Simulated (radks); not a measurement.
Eu3.5+, 59.5 electrons, occupied as [Xe] 4f4 6s1.5 (fractional occupations, a model configuration). Method: Dirac Kohn-Sham, PBE, spin-unpolarised, spherical densities, finite nucleus; open shells are shared between the two j in proportion to 2j + 1; Fermi nuclear charge, rms radius 5.1115 fm; computed with a radial shooting solver on a logarithmic mesh with Libxc functionals.

Spin-orbit splittings of the eigenvalues, e(l+1/2) - e(l-1/2), with zeta = 2 splitting/(2l+1) and mean radii in bohr:

shell  occ.  splitting (eV)  zeta (eV)  <r> j=l-1/2  <r> j=l+1/2
2p        6           647.8      431.9      0.07908      0.08581
3p        6           132.0      88.00       0.2389       0.2517
3d       10           28.69      11.48       0.2236       0.2277
4p        6           29.68      19.79       0.5749       0.6031
4d       10           5.421      2.169       0.6370       0.6467
4f        4          0.7943     0.2269       0.7811       0.7877
5p        6           5.021      3.348        1.408        1.478
